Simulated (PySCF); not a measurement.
C9H7NSi.
Structure used (PBE0-D3(BJ)/def2-SVP), in Å, numbered top down from 1:
```
atom  x, y, z in Å
N1     4.0991   -2.2356   -0.2781
C2     3.1011   -1.6810   -0.0745
C3     1.8674   -0.9986    0.1704
C4     1.4670   -0.7237    1.4862
C5     0.2667   -0.0636    1.7287
C6    -0.5413    0.3251    0.6580
C7    -0.1408    0.0507   -0.6731
C8     1.0558   -0.6064   -0.9120
Si9   -1.4887    0.7226   -1.8044
C10   -2.4956    1.3285   -0.3451
C11   -1.8313    1.0240    0.7900
H12    2.1055   -1.0331    2.3156
H13   -0.0415    0.1477    2.7556
H14    1.3875   -0.8301   -1.9285
H15   -1.0165    1.8047   -2.7193
H16   -2.1612   -0.3324   -2.6205
H17   -3.4575    1.8451   -0.3263
H18   -2.2035    1.2683    1.7914
```

Level: PBE0/pcSseg-1 in PySCF, non-relativistic, on one gas-phase PBE0-D3(BJ)/def2-SVP geometry that isn't relaxed in the solvent. The solvent is an IEF-PCM continuum (cavity from Bondi-type radii × 1.2). The model holds no explicit solvent molecules, cavitation or dispersion.

| run | E − E(gas) (kcal/mol) | HOMO (eV) | HOMO–LUMO gap (eV) | dipole (D) |
| --- | --- | --- | --- | --- |
| gas | 0.00 | -7.19 | 4.90 | 4.99 |
| P | -7.01 | -7.04 | 4.91 | 6.52 |
| Q | -6.11 | -7.05 | 4.91 | 6.34 |

Task: The runs were made in dichloromethane and methanol. Which run belongs to which solvent?

Result: P = methanol, Q = dichloromethane. The dielectric constants are 8.93 (dichloromethane), 32.61 (methanol), and the energy falls further as ε rises. In this model the ground state sees the solvent through ε alone.

Task: How constant is the ratio of the lowering to (ε − 1)/(2ε + 1)?

Result: 
```tsv
solvent	(ε − 1)/(2ε + 1)	E − E(gas) (kcal/mol)	ratio (kcal/mol)	polarisation term (kcal/mol)
dichloromethane	0.420	-6.11	-14.5	-7.18
methanol	0.477	-7.01	-14.7	-8.41
```

The ratio changes by +1.1 % in size from dichloromethane to methanol. The polarisation term is half the interaction of the solute with the induced surface charges.
